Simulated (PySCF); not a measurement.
# Bond length, frequency and bond energy of TaH⁺ by level of theory

State: quartet, unpaired electrons σ ↑, π ↑, δ ↑, a mixture of terms (⟨Lz²⟩ = 4.7). Set-up: Ta def2-TZVPPD with ECP60, H def2-TZVPPD; scalar-relativistic core potentials (PySCF 2.14). De refers to Ta⁺ (5d3 6s1) + H in their high-spin ground configurations, without counterpoise correction. The functionals are run spin-unrestricted. A positive dipole points towards H; it is taken about the centre of mass and depends on that origin.

```
      Level  Re (Å)  ωe (cm⁻¹)  De (eV)  μ (D)  CPU s a point (SCF and correlation, without the integrals)
        UHF   1.755       1893      n/a  -2.62                                                        0.57
    UHF-MP2   1.711       2049      n/a    n/a                                                        0.88
UHF-SCS-MP2   1.714       2062      n/a    n/a                                                         n/a
   UHF-CCSD   1.732       1947     2.59    n/a                                                         n/a
UHF-CCSD(T)   1.733       1935     2.66    n/a                                                          20
        PBE   1.739       1896      n/a  -1.60                                                        0.66
       BP86   1.739       1901      n/a  -1.58                                                        0.41
     r²SCAN   1.735       1919      n/a  -1.81                                                        0.88
      M06-L   1.754       1884      n/a  -2.03                                                         4.4
      B3LYP   1.737       1923      n/a  -1.80                                                         1.1
       PBE0   1.732       1939      n/a  -1.88                                                         1.5
  BHandHLYP   1.732       1958      n/a  -2.14                                                         0.9
    ωB97X-V   1.731       1971      n/a  -2.17                                                         5.8
```

The bond length runs from 1.711 Å (UHF-MP2) to 1.755 Å (UHF).

Correlated steps freeze no core orbitals. De is left out where the level can put another filling of the metal’s s and d shells below the measured ground configuration, by anything from nothing to about 1 eV. Spin–orbit coupling is left out, which matters for elements this heavy, above all for dissociation energies. For an ion De counts to the pair picked by the measured ionisation energies or electron affinities, which need not be the lowest pair at this level. The state is the lowest single determinant that the PBE0 search found; with open d or f shells the true ground state can be another one.

The whole job (state search and all levels along the bond) took about 8.5 min on 1 thread of Intel Xeon 6975P-C (shared host), peak memory 2.1 GiB.
